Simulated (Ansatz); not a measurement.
System: NCO, charge 0, doublet. NCO (SMILES C(=O)=[N], doublet).
B3LYP-D3(BJ)/def2-TZVP minimum from Ansatz (a quantum-chemistry and plane-wave program):
```
C
O 1 1.1754
N 1 1.2216 2 180.00
```
Charge 0, spin multiplicity 2.

Hartree-Fock and CCSD correlation energies in hartree (Ansatz). UHF or UKS for unpaired electrons; spin-orbit terms are left out. Cores are frozen in correlated methods. No relativity. The UHF reference of CNO ([N]=C=O, doublet) is spin-contaminated (<S^2> up to 0.10 over the pure value in the sets run).

| basis | X | E(HF) | E(corr, CCSD) |
|---|---|---|---|
| cc-pVTZ | 3 | -167.19057 | -0.53373 |
| cc-pVQZ | 4 | -167.20264 | -0.56735 |
| cc-pV5Z | 5 | -167.20532 | withheld |

**Question.** Fit E(corr) = E∞ + A/X³ to X = 3 and 4, predict X = 5, and compare with the run.

**Answer.** A = (-0.53373 - (-0.56735))/(1/27 - 1/64) = 1.5701; E∞ = -0.56735 - A/64 = -0.59188; at X = 5, E∞ + A/125 = -0.57932. The run gave -0.57910, 0.22 mEh above the prediction. The same form on X = 4 and 5 gives E∞ = -0.59143, 0.46 mEh above the first estimate.
